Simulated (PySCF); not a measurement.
Molecule: SMILES CO/C(F)=C\OC(C)=O, C5H7FO3.

Geometry (Å), atoms numbered from 1 in this order:
```xyz
16

C     2.2034    1.2589   -0.5162
O     1.4530    0.4709    0.4050
C     1.3843   -0.8315    0.1661
F     2.5567   -1.4160   -0.1887
C     0.3210   -1.6179    0.3135
O    -0.9400   -1.1511    0.6282
C    -1.4436   -0.1090   -0.0691
C    -2.7994    0.2599    0.4627
O    -0.8845    0.4114   -0.9935
H     2.2056    2.2647   -0.1043
H     3.2265    0.8880   -0.6079
H     1.7126    1.2565   -1.4919
H     0.3904   -2.6888    0.2246
H    -2.7856    0.2528    1.5486
H    -3.0841    1.2379    0.0876
H    -3.5240   -0.4779    0.1241
```

Frames of a GFN2-xTB Langevin trajectory at 200 K; GIAO PBE0/pcSseg-1 shieldings in PySCF, gas phase, non-relativistic; equivalent atoms averaged within each frame.

δ = σ(ref) − σ, references computed at the same level: 13C (186.93 ppm) and 1H (31.72 ppm) against TMS; H2O for 17O (336.08 ppm); CFCl3 for 19F (170.95 ppm). The references are static minima.

How do the shifts (ppm) fluctuate along the trajectory?

Results:


```
         time (fs)     C7     C3     C5    C1    C8     O9     O6     O2      F4   H13
optimised geometry  172.0  168.6  109.7  55.7  23.0  453.0  210.8  105.3  -128.4  5.98
               250  175.9  166.4  106.4  56.0  23.0  441.9  202.6   93.0  -119.7  5.04
               425  175.5  174.7  119.3  55.8  21.1  451.2  242.0  104.7  -116.6  6.62
               625  175.5  169.6  112.4  55.0  22.3  462.3  225.8   93.9  -124.2  6.60
               800  172.9  165.1  108.0  59.9  18.2  439.3  225.7  106.2  -133.6  5.89
              1000  169.5  169.4  107.6  52.6  29.0  435.6  204.4  101.4  -138.8  6.48
    mean of frames  173.8  169.0  110.7  55.9  22.7  446.1  220.1   99.8  -126.6  6.12
standard deviation    2.7    3.7    5.3   2.7   4.0   10.7   16.6    6.1     9.4  0.68
```

5 frames give an uncertainty of the mean of about the standard deviation over 2.2 at best, since frames this close in time may not be independent; classical motion lacks zero-point vibration, and the reference would need the same averaging.
